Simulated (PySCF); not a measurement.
## Electron correlation in Ce²⁺ (cerium, charge +2)

[Xe] 4f1 6s1, high-spin 3F determinant (an excited configuration). All numbers are calculated (PySCF 2.14, scalar relativity by spin-free X2C-1e, in ANO-RCC-VTZP (8s7p5d3f2g1h, 104 functions)). Frozen: [Kr] 4d10; 10 electrons correlated.

| level | correlation energy (mhartree) |
| --- | --- |
| CCSD | -249.60 |
| (T) | -8.50 |
| CCSD(T) | -258.10 |

Diagnostics: T1 = 0.0092, D1 = 0.0338, largest double amplitude 0.029.

Spin-orbit coupling, absent here, splits the open shell strongly.

Cost of the coupled-cluster step: about 50 core-seconds, for 10 correlated electrons.
